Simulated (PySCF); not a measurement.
Vertical excitations of a molecule C₂H₆N, multiplicity 2 from TDA-PBE/def2-SVPD (PySCF), as energy in eV (oscillator strength): 2.16 (0.000), 5.38 (0.000), 5.66 (0.015), 5.86 (0.005), 6.30 (0.053), 6.32 (0.017), 6.53 (0.000), 6.69 (0.008), 7.12 (0.017), 7.29 (0.000). The structure is a stationary point at ωB97X-D3(BJ)/def2-TZVP. The values are those of a single conformer.

Task: Which structure fits?
(A) [CH2]NC
(B) C[CH]N
(C) C[N]C
(D) CC[NH]

Result: C, C[N]C
